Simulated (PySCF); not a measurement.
**Working out the excitation energy of Ar+**

Ar+ [Ne] 3s2 3p5 (2P) → Ar+ [Ne] 3s2 3p4 4s1 (4P). Computed with PySCF 2.14 in x2c-TZVPPall with one added diffuse shell each of s, p, d type (6s6p4d1f, 51 functions), with the spin-free X2C one-electron Hamiltonian (Gaussian nucleus). Frozen: 1s2. Energies in hartree (1 hartree = 27.21139 eV):

| part | Ar+ (lower) | Ar+ (upper) |
| --- | --- | --- |
| UHF | -528.079618 | -527.489514 |
| MP2 opposite-spin | -0.243516 | -0.223506 |
| MP2 same-spin | -0.091898 | -0.092488 |

Problem. What does Hartree-Fock give?

Solution. (-527.489514) − (-528.079618) = 0.590104 hartree = 16.058 eV.

Problem. What do MP2 and SCS-MP2 (6/5 opposite-spin, 1/3 same-spin) give?

Solution. The opposite-spin parts differ by 0.544 eV and the same-spin parts by -0.016 eV. MP2: 16.058 + (0.544) + (-0.016) = 16.586 eV. SCS-MP2: 16.058 + 1.2 × (0.544) + (-0.016)/3 = 16.705 eV.

Measured between the centres of the two terms (NIST): 16.648 eV, so MP2 (valence and next inner shell) is off by -0.062 eV.

What remains against the reference includes basis incompleteness, the frozen core and correlation beyond second order.
